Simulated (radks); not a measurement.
Question: Coherent X-ray form factor from a spherical all-electron density. Calculated with a radial shooting solver on a logarithmic mesh with Libxc functionals: scalar-relativistic Kohn-Sham, BLYP, spin-polarised, spherical densities, finite nucleus; Fermi nuclear charge, rms radius of each element as measured or else 0.836 A^(1/3) + 0.57 fm.

sin(theta)/lambda (1/angstrom),f0 (electrons)
0.05,22.240
0.1,20.519
0.15,18.662
0.2,16.965
0.25,15.422
0.3,14.001
0.4,11.547
0.5,9.691
0.6,8.398
0.8,6.892
1,5.960
1.25,4.924
1.5,3.951
2,2.508

The species is in the configuration that NIST lists as its ground one. Which atom or ion scatters so?

Answer: Neutral vanadium, [Ar] 3d3 4s2. Extrapolating in s^2 from the first two rows gives f0(0) = 22.8, near the electron count 23; among species with that count, the fall with angle is slower the higher Z, and the table is that of Z = 23; from so few rows the species is fixed only to a neighbour or two.
